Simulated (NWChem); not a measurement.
System: AgH₃O₂; SMILES [OH][Ag]<-[OH2]

NWChem input:

```
start job
memory heap 200 mb stack 900 mb global 1100 mb
geometry units angstroms noautoz
  Ag     0.018321    -0.026038     0.001986
  O     -0.107237    -1.992038     0.186087
  H      0.418546    -2.383514    -0.521401
  O      0.041632     2.171097    -0.074007
  H      0.432556     2.598653     0.697251
  H     -0.825637     2.577651    -0.188006
end
basis spherical
  * library def2-svp
end
ecp
  Ag library def2-ecp
end
dft
  xc xpbe96 cpbe96
  iterations 150
  mulliken
end
task dft energy
```

Coordinates come from a PBE0/def2-SVP optimisation. def2 effective core potentials on Ag; no spin-orbit coupling.

Problem. Predict the main results of this run. (PBE/def2-SVP with def2 effective core potentials on Ag.) Quantities: basis functions; energy (Ha); highest occupied level (eV); orbital gap (eV); dipole (D).

Solution. 
```yaml
number_of_basis_functions: 74
energy (Ha): -298.94
highest occupied level (eV): -4.41
orbital gap (eV): 2.53
dipole (D): 6.29
```
